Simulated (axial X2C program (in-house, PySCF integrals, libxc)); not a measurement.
**Potential curves of CoSe⁺, 2c**

Calculated with an in-house relativistic program for diatomic molecules. Two-component (2c) means X2C with spin–orbit coupling and atomic mean-field two-electron Coulomb and Gaunt terms. Basis: Se dyall-cv3z [8s9p6d4f1g], Co dyall-cv3z [9s10p6d3f2g] (cores contracted in-house); Gaussian nuclei, density fitting, unrestricted open shells. Masses: Se 79.917 u, Co 58.933 u.

State: Ω = 4 (⟨Sz⟩ = 2.00, ⟨Lz⟩ = 2.00 at PW91). Energies in eV from the lowest point of each curve. Fits are polynomials in 1 − R0/R over 0.85 to 1.23 times the lowest point R0.

| R (Å) | PW91 | HF |
| --- | --- | --- |
| 1.8914 | 0.7013 |  |
| 1.9783 | 0.2536 |  |
| 2.0436 | 0.0775 |  |
| 2.1088 | 0.0015 |  |
| 2.1740 | 0.0000 | 0.3143 |
| 2.2501 | 0.0663 | 0.1678 |
| 2.3262 | 0.1836 | 0.0742 |
| 2.4240 | 0.3817 | 0.0128 |
| 2.5436 | 0.6620 | 0.0000 |
| 2.7175 | 1.0882 | 0.0549 |

The state is one determinant whose occupation by symmetry is held fixed; it was picked as the lowest of a PBE0 search that is not exhaustive. Density functionals use the spin component along the axis (collinear). PBE0 can misorder states that lie within some tenths of an eV, so this need not be the ground state of the molecule. The nearest other 2c determinant of the search, Ω = 3, lies 0.53 eV up at the distance of the search. The functionals have no current-density term, which raises determinants with orbital currents, atoms included. With several unpaired electrons one determinant need not be a pure state. The bond is weak and the correlated curve of this state has no minimum in the scanned range, so this well may be an artefact of the functional. Open-shell Ω = 0 determinants with evenly filled partner blocks cannot be reached by this program, so the Ω shown need not be the lowest component. Some points did not converge and are left out.

Question: What are Re and ωe at the PW91 level?

Answer: At PW91, 2c: Re = 2.142 Å, ωe ≈ 345 cm⁻¹; Be follows as 0.108 cm⁻¹.

Question: What are Re and ωe at the HF level?

Answer: At HF, 2c: Re = 2.510 Å, ωe ≈ 167 cm⁻¹; Be follows as 0.0789 cm⁻¹.
